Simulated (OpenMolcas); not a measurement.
# Levels of S⁺ by method

```yaml
Program: OpenMolcas 26.06
Basis: ANO-RCC [8s7p5d4f2g]
Scalar_Hamiltonian: DKH2, point nucleus
Active_space: 5 electrons in 8 orbitals (3s 3p 4s 4p)
State_averaging: 2S+1 = 4 odd, 1 root; 2S+1 = 2 odd, 8 roots; 2S+1 = 4 even, 3 roots; 2S+1 = 2 even, 6 roots
Spin-orbit_coupling: RASSI with atomic mean-field integrals over the reference wave functions, term energies averaged over their components
```

Methods on the same reference wave functions:
A. CASSCF
B. SS-CASPT2, IPEA 0.25 Eh, imaginary shift 0.1 Eh (closed shells correlated: 2s 2p)

Energies in cm-1 above 3s2 3p3 4S* 3/2, the measured ground level; measured values from NIST Handbook of Basic Atomic Spectroscopic Data.

```
          Level      A      B  Measured
3s2 3p3 4S* 3/2    0.0    0.0       0.0
3s2 3p3 2D* 3/2  18707  15340     14853
3s2 3p3 2D* 5/2  18751  15370     14885
3s2 3p3 2P* 1/2  25365  24970     24525
3s2 3p3 2P* 3/2  25399  24990     24572
  3s 3p4 4P 5/2  85867  82880     79395
  3s 3p4 4P 3/2  86186  83200     79757
  3s 3p4 4P 1/2  86372  83380     79963
```

Deviations, from unrounded energies. A percentage is the sum of absolute deviations over the sum of measured energies, with the sign that they share, or ± where signs differ.

```json
{"Against measurement": "mean absolute deviation (cm-1)", "Levels": "7", "A": "4100", "B": "1700"}
{"Against measurement": "other terms of the ground configuration (%)", "Levels": "4", "A": "+11.9", "B": "+2.3"}
{"Against measurement": "other configurations (%)", "Levels": "3", "A": "+8.1", "B": "+4.3"}
```

B lies closest to measurement on these levels. The largest miss of B in the table is 3s 3p4 4P 5/2, by +3500 cm-1. The ranking rests on the paired levels alone, and a cruder setting can come out closer through cancelling errors.

From A to B the spin-free energies of the other terms of 3s2 3p3 shown, above 4S*, scale by factors of 0.82 to 0.98.

The lowest spin-free term lies below A's lowest term by 0.254 hartree in B.

CASPT2 does not keep the components of a term degenerate, so their means are used; among the terms shown or strongly mixed into the levels shown the widest spread is 73 cm-1 (3s2 3p3 2D*, B). Over all roots computed the reference weight is 0.83 to 0.95 in B; the roots of lowest weight are the least certain, and an intruder state may touch them. Active for correlation alone: 4p 4s; no level in the range computed is led by a configuration that fills them, so any true level of that kind is missing. Terms of s pⁿ other than that of highest spin mix with s² pⁿ⁻² d, which this space lacks; all of them can be thousands of cm-1 off, and some have no real level of that name. Without dynamic correlation excited terms often stand tens of per cent too high (terms of higher spin than the ground term too low), and those without a measured partner can miss by more than the paired ones (holds for A). Computed and measured levels are paired by configuration, term and J; levels that our copy of the source lacks, or whose pairing is in doubt (as where it misses far off the trend of its configuration), stay unpaired and out of the deviations. Only configurations of the active space appear. The table leaves out levels that lie high or whose names do not pair safely across all columns.

* marks odd parity.
